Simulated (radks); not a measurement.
The numbers below are computed, except where a source is named.
Initial-state core-level shifts of the osmium ion Os+ when its valence configuration changes from [Xe] 4f14 5d6 6s1. Code: a radial shooting solver on a logarithmic mesh with Libxc functionals. Model: Dirac Kohn-Sham, PBE, spin-unpolarised, spherical densities, point nucleus; open shells fill j = l - 1/2 first. Shifts are changes of the shell-averaged eigenvalues in eV (positive: less bound).

| valence | 3d | 4s | 4p | 4d |
|---|---|---|---|---|
| 4f13 5d6 6s2 | -16.493 | -15.123 | -14.708 | -14.220 |
| 4f13.5 5d6.5 6s1 | -6.528 | -5.899 | -5.697 | -5.455 |
| 4f12 5d8 6s1 | -27.156 | -24.191 | -23.317 | -22.300 |
| 4f13 5d6 6s1 6p1 | -17.753 | -16.388 | -15.972 | -15.483 |
| 4f13 5d7 6s1 | -13.232 | -11.902 | -11.486 | -10.993 |
| 4f14 5d6 6p1 | -1.249 | -1.255 | -1.255 | -1.253 |
| 4f13.5 5d6 6s1.5 | -8.073 | -7.429 | -7.227 | -6.988 |
| 4f12 5d6 6s1 6p2 | -36.757 | -33.685 | -32.808 | -31.795 |
| 4f12 5d6 6s2 6p1 | -35.557 | -32.481 | -31.605 | -30.594 |
